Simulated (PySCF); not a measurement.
Sn(Cl)(Me) (CH3ClSn), SMILES [CH3][Sn][Cl] (connectivity only; charge and spin as stated), neutral, multiplicity 1.

Coordinates come from a B3LYP-D3(BJ)/def2-SVP optimisation. The def2 effective core potentials stand for the cores of Sn; spin–orbit coupling is left out.

The numbers are results of IEF-PCM-B3LYP/def2-SVP (PySCF), not measurements.

The values are the electrostatic part of the solvation free energy, E(continuum) − E(gas) at the gas-phase geometry, in a cavity of scaled van der Waals radii (PySCF's table); cavitation and dispersion terms are not included. A continuum can't describe solvent molecules that bind to the metal. In vacuum the orbital gap is 3.48 eV. The dipole moment in vacuum is 2.77 D.

Computed values in water (ε = 78.36), ethylethanoate (ε = 5.99), diethylether (ε = 4.24):
| solvent | ε | ΔG(elec) (kcal/mol) | dipole (D) | gap (eV) |
|---|---|---|---|---|
| water | 78.36 | -4.3 | 3.85 | 3.66 |
| ethylethanoate | 5.99 | -3.3 | 3.59 | 3.62 |
| diethylether | 4.24 | -2.9 | 3.49 | 3.60 |
